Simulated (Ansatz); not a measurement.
GaOH5⁺, that is Ga(H2O)H3 with one electron fewer. The state is a doublet with charge 1. Geometry r2SCAN-D4/def2-TZVP; atoms count from 1.

```xyz
7

Ga    0.351    0.532    0.620
O    -0.650   -0.348   -0.860
H    -0.558   -1.267   -1.154
H    -1.322    0.096   -1.398
H    -0.170    1.959    0.658
H     1.814   -0.228    0.486
H     0.535   -0.743    1.646
```

Question: Estimate the Mulliken populations from the PBE0/def2-TZVP orbitals of Ansatz.

Answer: 
| atom | charge (e) | spin (α − β) |
| --- | --- | --- |
| Ga1 | 0.37 | 0.22 |
| O2 | -0.52 | 0.01 |
| H3 | 0.41 | 0.00 |
| H4 | 0.42 | 0.00 |
| H5 | 0.04 | -0.03 |
| H6 | 0.15 | 0.41 |
| H7 | 0.14 | 0.40 |
Mulliken values depend strongly on the basis.

Question: Where does the spin sit?

Answer: Summed by element: Ga 0.22, O 0.01, H 0.78, of 1 unpaired in all. Largest on single atoms: H6 0.41, H7 0.40, Ga1 0.22.

Question: And the Mayer bond orders between heavy atoms (over 0.3)?

Answer: Ga1–O2 0.48 (1.99 Å).
